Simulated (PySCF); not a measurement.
phosphoric acid (H3O4P), SMILES O=P(O)(O)O.

Geometry: TPSSh-D3(BJ)/def2-SVP. The values are those of a single conformer.

Two levels are set side by side: PBE/def2-TZVP (PySCF) and M06-2X/def2-TZVP (PySCF). Same geometry, gas phase. Differences are taken from unrounded values.

```tsv
quantity	M06-2X
orbital gap (eV)	11.37
highest occupied level (eV)	-10.59
lowest empty level (eV)	0.78
dipole moment (D)	0.27
mean polarisability (bohr³)	33.6
```

Question: What does PBE give, and how far is it from M06-2X? (The exact figures need the calculation; the answer reports its results.)

Answer: 
```json
[
 {"quantity": "orbital gap (eV)", "PBE": "6.41", "PBE minus M06-2X": "-4.95"},
 {"quantity": "highest occupied level (eV)", "PBE": "-7.18", "PBE minus M06-2X": "3.40"},
 {"quantity": "lowest empty level (eV)", "PBE": "-0.77", "PBE minus M06-2X": "-1.55"},
 {"quantity": "dipole moment (D)", "PBE": "0.29", "PBE minus M06-2X": "0.02"},
 {"quantity": "mean polarisability (bohr³)", "PBE": "35.9", "PBE minus M06-2X": "2.3"}
]
```

Without exact exchange PBE keeps part of each electron's self-repulsion, which lifts occupied levels and narrows the gap. Loosely held outer electrons make PBE densities more polarisable. Differences between two approximate levels are no errors against the true value.

Rough cost on one machine, each run with all the roots and properties that it gave: M06-2X against PBE about 3 times.
